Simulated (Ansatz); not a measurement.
CH6FNOSi (`NC(F)[SiH2]O`), charge 0, multiplicity 1.

Task: Give a relaxed structure at PBE0-D4/def2-TZVP (Ansatz). (An estimate is asked.)

Result: Computed: 
Cartesian coordinates in Å:
```
N -0.785 0.421 -1.427
C -0.848 -0.253 -0.201
F -1.946 0.171 0.612
Si 0.699 0.022 0.859
O 1.914 -0.838 0.159
H -1.579 0.256 -2.030
H -0.608 1.412 -1.339
H -1.025 -1.317 -0.383
H 0.986 1.485 0.873
H 0.446 -0.438 2.249
H 2.744 -0.920 0.628
```
This is one stationary point; other conformers may exist.
